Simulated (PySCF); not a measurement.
H3N2, SMILES [NH]N, multiplicity 2. Geometry: PBE0-D3(BJ)/def2-TZVP. The isomer is the one that the SMILES or the coordinates give; other isomers of the formula were not compared.

Computed with PBE0-D3(BJ)/def2-TZVP run with PySCF.

Harmonic wavenumbers (cm⁻¹): 558, 706, 1145, 1284, 1486, 1668, 3452, 3514, 3658. Rotational constants (GHz): 206.1, 31.16, 27.46; symmetry number 1.

Problem. Work out the zero-point energy and the ideal-gas rigid-rotor harmonic-oscillator thermochemistry at 298.15 K and 1 atm.

Solution. ZPE = ½ Σ hcν = ½ × 17471 cm⁻¹ = 104.50 kJ/mol. H − E(el) = 115.29 kJ/mol. Entropy in J/(mol K): translation 151.59, rotation 75.94, vibration 3.88, spin 5.76, total 237.17. G − E(el) = 44.58 kJ/mol. Cp = 43.55 J/(mol K).
